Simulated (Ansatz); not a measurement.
Consider the ligand exchange at the Sn–F bond: `[CH3][SnH2][F]` + `N=C=O` → `[CH3][SnH2][N]=C=O` + H–F.

Isolated molecules relaxed with PBE0-D4/def2-TZVP in Ansatz; ΔE leaves out vibrations. CBS: MP2 limit from def2 TZ/QZ plus the TZ coupled-cluster correction, frozen cores. This one scheme is used for every species. DFT in def2-TZVPP. HSE06 is defined as in plane-wave codes. Elements past krypton have def2 core potentials. For Sn outer-core shells are correlated without core-valence functions, which leaves a few kJ/mol of doubt a bond. Each species was taken in one conformer, which may not be the lowest.

`[CH3][SnH2][F]`:

Z-matrix (Å, degrees):
```
C
Sn 1 2.124
H 1 1.090 2 109.3
H 1 1.090 2 109.4 3 -119.7
H 1 1.091 2 110.4 3 120.1
F 2 1.932 1 104.3 3 58.4
H 2 1.706 1 114.7 3 171.9
H 2 1.706 1 114.7 3 -55.0
```

`N=C=O`:

```xyz
4

N    -0.020   -0.751    0.147
C    -0.221    0.385   -0.211
O    -0.532    1.428   -0.615
H     0.773   -1.062    0.680
```

`[CH3][SnH2][N]=C=O`:

Cartesian coordinates in Å:
```
C 0.406 1.029 1.454
Sn -0.471 -0.574 0.373
N 0.428 -0.494 -1.446
C 0.180 -0.628 -2.611
O 0.002 -0.743 -3.762
H 0.177 1.970 0.955
H 1.487 0.892 1.482
H 0.020 1.058 2.473
H -0.085 -2.114 0.991
H -2.144 -0.394 0.092
```

H–F:

Cartesian coordinates in Å:
```
F -0.430 0.131 -0.095
H 0.430 -0.131 0.095
```

Problem. Is it downhill or uphill in electronic energy at CCSD(T)/CBS, and by how much? (An estimate is asked.)

Solution. Computed: Nearly level: ΔE = +0.02 eV.

Problem. What do these levels give: HSE06-D4, BHLYP-D4, PBE-QIDH, r2SCANh, MP2/def2-TZVPP, MP2/def2-QZVPP? (Estimate.)

Solution. Computed: HSE06-D4 0.08, BHLYP-D4 0.07, PBE-QIDH 0.00, r2SCANh 0.17, MP2/def2-TZVPP -0.09, MP2/def2-QZVPP -0.05 eV.

Largest T1 diagnostic among the species: 0.018.

Leaving LDA and LC-ωPBE aside and taking each functional with its dispersion term where it has one, the values, not all of them listed here, spread over 0.23 eV, from PBE-QIDH to B97M-V. LDA lies −0.07 eV from PBE without D4. The D4 term adds −0.07 eV with B3LYP and −0.04 eV with PBE0; it sums over pairs of atoms, weighted by their polarisabilities, and B3LYP, whose exchange is more repulsive, gets the larger term.

B3LYP here is the variant with VWN-RPA as its local correlation; programs differ in this.
